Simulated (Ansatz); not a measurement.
Consider the substitution at a C–N bond: `[OH][GeH2][NH]CF` + `CBS` → `CBSCF` + `[NH2][GeH2][OH]`.

Calculated with Ansatz (gas phase, PBE0-D4/def2-TZVP geometries, no zero-point term in ΔE). CCSD(T)/CBS is the MP2 limit (def2-TZVPP, def2-QZVPP) plus CCSD(T) − MP2 in def2-TZVPP, frozen cores. DFT in def2-TZVPP. B3LYP here is the variant with VWN-RPA as its local correlation; programs differ in this. For Ge outer-core shells are correlated without core-valence functions, which leaves a few kJ/mol of doubt a bond. Scalar relativity is left out up to krypton. Each species was taken in one conformer, which may not be the lowest.

```tsv
level	ΔE (kJ/mol)	difference from CCSD(T)/CBS
PBE-D4	24.0	0.3
r2SCAN-D4	25.0	1.3
PBE0-D4	24.8	1.1
B3LYP-D4	27.2	3.5
ωB97X-V	28.6	4.9
ωB97M-V	26.9	3.2
PBE0	23.9	0.2
B3LYP	25.7	2.0
HF/def2-TZVPP	29.4	5.7
MP2/def2-TZVPP	26.8	3.1
CCSD/def2-TZVPP	29.5	5.8
MP2/def2-QZVPP	23.3	-0.4
SCS-MP2/def2-QZVPP	23.9	0.2
HF/CBS(def2)	27.8	4.1
MP2/CBS(def2)	21.5	-2.2
CCSD/CBS(def2)	24.2	0.5
CCSD(T)/CBS	23.7	0
```

Largest T1 diagnostic among the species: 0.013.
